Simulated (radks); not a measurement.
Ga IV, configuration [Ar] 4s2 3d(up 4, down 4) (spins set by hand, not the high-spin state). All-electron calculation, non-relativistic Kohn-Sham, PBE, spin-polarised, spherical densities, point nucleus. Program: a radial shooting solver on a logarithmic mesh with Libxc functionals.

Unscreened Slater integrals over Kohn-Sham orbitals (eV). They are taken over the spin-up orbitals.

| integral | value |
|---|---|
| F0(4s,4s) | 13.216 |
| F0(4s,3d) | 16.692 |
| G2(4s,3d) | 1.6135 |
| F0(4s,3p) | 16.830 |
| G1(4s,3p) | 1.1932 |
| F0(4s,3s) | 16.865 |
| G0(4s,3s) | 0.87908 |
| F0(3d,3d) | 34.824 |
| F2(3d,3d) | 16.501 |
| F4(3d,3d) | 10.345 |
| F0(3d,3p) | 35.649 |
| F2(3d,3p) | 17.070 |
| G1(3d,3p) | 20.807 |
| G3(3d,3p) | 12.817 |
| F0(3d,3s) | 35.997 |
| G2(3d,3s) | 15.791 |
| F0(3p,3p) | 36.825 |
| F2(3p,3p) | 18.476 |
| F0(3p,3s) | 37.173 |
| G1(3p,3s) | 24.603 |
| F0(3s,3s) | 37.566 |

Derived for the open shells (J is the average intra-shell exchange parameter used in DFT+U). 3d: Racah B = F2/49 - 5 F4/441 = 0.2195 eV, C = 35 F4/441 = 0.8210 eV, C/B = 3.74, F4/F2 = 0.627, J = (F2 + F4)/14 = 1.918 eV.
